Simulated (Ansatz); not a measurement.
`[NH2][InH][NH2]` and `C[O][In]([NH2])[NH2]` differ in one atom or group.

Ansatz, PBE0-D4/def2-TZVP geometries, multiplicity 1. Each molecule was computed in one conformer, which needn't be the lowest.

Elements past krypton have def2 core potentials.

| property | `[NH2][InH][NH2]` |
| --- | --- |
| LUMO energy (ωB97M-V/def2-TZVPP) / eV | 0.84 |
| LUMO energy (PBE/def2-TZVPP) / eV | -1.14 |
| ideal-gas entropy at 298 K and 1 bar (rigid rotor, harmonic PBE0-D4/def2-TZVP) / J/(mol·K) | 318 |
| LUMO energy (PBE0/def2-TZVPP) / eV | -0.47 |
| size of the dipole moment (PBE/def2-TZVPP) / D | 0.32 |
| HOMO energy (ωB97M-V/def2-TZVPP) / eV | -9.06 |

Q: Give the same properties after the change, and the shifts. (An estimate is asked.)

A: The calculation gave: 
```csv
property,`C[O][In]([NH2])[NH2]`,shift
LUMO energy (ωB97M-V/def2-TZVPP) / eV,0.57,-0.27
LUMO energy (PBE/def2-TZVPP) / eV,-1.92,-0.78
"ideal-gas entropy at 298 K and 1 bar (rigid rotor, harmonic PBE0-D4/def2-TZVP) / J/(mol·K)",404,86
LUMO energy (PBE0/def2-TZVPP) / eV,-1.07,-0.60
size of the dipole moment (PBE/def2-TZVPP) / D,2.53,2.21
HOMO energy (ωB97M-V/def2-TZVPP) / eV,-9.47,-0.41
```

With PBE0 the HOMO falls by 0.40 eV and the LUMO falls by 0.60 eV, so the gap narrows by about 0.20 eV. PBE moves the HOMO by -0.25 eV and ωB97M-V by -0.41 eV. The zero-point energy changes by 92.8 kJ/mol with +12 modes. Dipoles are sizes alone; their direction can turn. Modes under 60 cm⁻¹, often nearly free rotors, make the harmonic entropy too high.
